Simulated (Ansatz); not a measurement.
`OC[SiH2]Br` + `[NH2][AlH2]` → `[AlH2][NH][SiH2]Br` + CH₃OH at 400 K and 1 bar (ligand exchange at the Si–C bond).

Computed with Ansatz on PBE0-D4/def2-TZVP structures; ΔE is electronic, products minus reactants. CCSD(T)/CBS adds triple-zeta CCSD(T) − MP2 to the extrapolated MP2 energy (def2 sets, frozen cores). This one scheme is used for every species. For Br outer-core shells are correlated without core-valence functions, which leaves a few kJ/mol of doubt a bond. Scalar relativity is left out up to krypton. One conformer a species, not always the lowest.

```json
{"species": "`OC[SiH2]Br`", "CCSD(T)/CBS energy (Eh)": "-2978.66534", "H − E (kJ/mol)": "187.3", "S (J/(mol·K))": "364.4"}
{"species": "`[NH2][AlH2]`", "CCSD(T)/CBS energy (Eh)": "-299.14566", "H − E (kJ/mol)": "122.0", "S (J/(mol·K))": "272.0"}
{"species": "`[AlH2][NH][SiH2]Br`", "CCSD(T)/CBS energy (Eh)": "-3162.22405", "H − E (kJ/mol)": "160.3", "S (J/(mol·K))": "393.0"}
{"species": "CH₃OH", "CCSD(T)/CBS energy (Eh)": "-115.61712", "H − E (kJ/mol)": "151.2", "S (J/(mol·K))": "252.6"}
```

H − E and S are ideal-gas, rigid-rotor, harmonic terms from PBE0-D4/def2-TZVP, for one conformer and one mirror image of each species. 1 Eh = 2625.50 kJ/mol, R = 8.31446 J/(mol·K).

Q: By hand: ΔE, ΔH, ΔS and ΔG.

A: ΔE = (-3162.22405) + (-115.61712) − (-2978.66534) − (-299.14566) = -0.03017 Eh = -79.2 kJ/mol. Δ(H − E) = 160.3 + 151.2 − 187.3 − 122.0 = 2.2, so ΔH = -77.0 kJ/mol. ΔS = 393.0 + 252.6 − 364.4 − 272.0 = 9.2 J/(mol·K). ΔG = -77.0 − 400 × (9.2)/1000 = -80.7 kJ/mol.

Q: By hand: the equilibrium constant, and the temperature at which ΔG would vanish if ΔH and ΔS stayed fixed.

A: log₁₀ K = −ΔG/(RT ln 10) = 10.5. ΔH and −TΔS have one sign here, so there is no such temperature.

The number of gas molecules stays the same, so ΔS is small and ΔH decides. A doubt of 5 kJ/mol in ΔE shifts log₁₀ K by 0.7 here. Other conformers and mirror images would add mixing entropy, several J/(mol·K) or more a flexible species. Modes under 60 cm⁻¹, often nearly free rotors, make the harmonic entropy too high. These are equilibria of isolated gas molecules and say nothing of rates. Largest T1 diagnostic: 0.011 (customary marks: 0.02 for closed shells, 0.045 for open ones).

ΔS is within the doubt of such terms, so its sign, and with it that verdict, could turn.
